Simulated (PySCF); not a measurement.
Species: C6H4S.
SMILES: `C#Cc1cccs1`

Computed, not measured: PySCF, TDDFT B3LYP/def2-SVPD, vertical, gas phase, core orbitals frozen in the response. Isolated species at its PBE0-D3(BJ)/def2-SVP geometry, gas phase.

| state | E (eV) | ν̃ (cm⁻¹) | f | \|μ\| (D) | symmetry | main configurations (H = HOMO, L = LUMO) |
| --- | --- | --- | --- | --- | --- | --- |
| S1 | 4.68 | 37740 | 0.250 | 3.75 | A′ | H→L (92%) |
| S2 | 5.19 | 41870 | 0.0000 | 0.04 | – | H→L+1 (78%), H-2→L (12%) |
| S3 | 5.28 | 42590 | 0.0001 | 0.06 | – | H-2→L (85%), H→L+1 (12%) |
| S4 | 5.33 | 42950 | 0.059 | 1.70 | A′ | H-1→L (82%), H→L+4 (14%) |
| S5 | 5.77 | 46530 | 0.0001 | 0.06 | – | H→L+2 (82%) |
| S6 | 6.06 | 48890 | 0.0070 | 0.55 | A″ | H→L+3 (92%) |
| S7 | 6.17 | 49770 | 0.0005 | 0.14 | – | H-1→L+1 (91%) |
| S8 | 6.47 | 52160 | 0.045 | 1.35 | A′ | H-3→L (72%), H→L+4 (12%) |
| S9 | 6.51 | 52500 | 0.097 | 1.98 | A′ | H→L+4 (59%), H-2→L+1 (10%), H-1→L (8%) |
| S10 | 6.76 | 54510 | 0.0001 | 0.07 | – | H→L+5 (83%) |

Triplets, Tamm–Dancoff:

```tsv
state	E (eV)	λ (nm)	main configurations (H = HOMO, L = LUMO)
T1	3.10	400.3	H→L (96%)
T2	4.20	294.9	H-1→L (96%)
T3	4.84	255.9	H→L+1 (46%), H-2→L (36%), H→L+2 (10%)
T4	4.97	249.4	H→L+4 (52%), H-3→L (33%)
```

The lowest singlet lies at 4.68 eV (265 nm, ultraviolet) and is strong; its leading configuration is HOMO→LUMO (92%). The lowest level is also the most intense of those listed (f = 0.250). Löwdin shares by element: HOMO carbon 70% or more (atoms not listed hold the other 29%); LUMO carbon 46% or more, sulfur 18% (atoms not listed hold the other 36%). The listed states span 2.08 eV, and the widest gap between neighbours is 0.51 eV (S1 to S2). The oscillator strengths of these states sum to 0.458; summed over the whole spectrum of an exact calculation they would give the number of electrons, 56 (Thomas–Reiche–Kuhn). Of the 10 states listed, 4 reach f = 0.01 and 5 stay under 0.0005. No computed singlet lies in the visible range (380 to 750 nm); the lowest, at 265 nm, stands 1.42 eV above its violet end (3.26 eV); a Tamm–Dancoff triplet lies at 400 nm, without intensity as long as spin–orbit coupling is left out. The vertical ionisation energy (ΔSCF) is 8.40 eV, 1.64 eV above S10. Symmetry labels in Cs follow from the direction of the transition dipole and are given only for states with f of 0.002 or more. Only the lowest 10 singlets were computed, as vertical energies without vibronic structure.

Hardware: an Arm Neoverse V1 with one thread (shared host). Cost: 98 s wall.
